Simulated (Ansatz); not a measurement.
C2H6OSi, SMILES `O=CC[SiH3]`, charge 0, multiplicity 1.

(1) Give a relaxed structure at PBE0-D4/def2-TZVP (Ansatz). (Estimate.)

Answers

(1) Computed: 
```xyz
10

O     2.0280    0.0982    0.2733
C     1.1101    0.5010    0.9364
C    -0.3288    0.3291    0.5622
Si   -0.5534   -0.5931   -1.0707
H     1.3055    1.0372    1.8900
H    -0.8407   -0.1894    1.3828
H    -0.7978    1.3204    0.5242
H     0.0158   -1.9594   -0.9812
H    -2.0144   -0.7008   -1.3326
H     0.0758    0.1568   -2.1845
```
Point group Cs.
This is one stationary point; other conformers may exist.
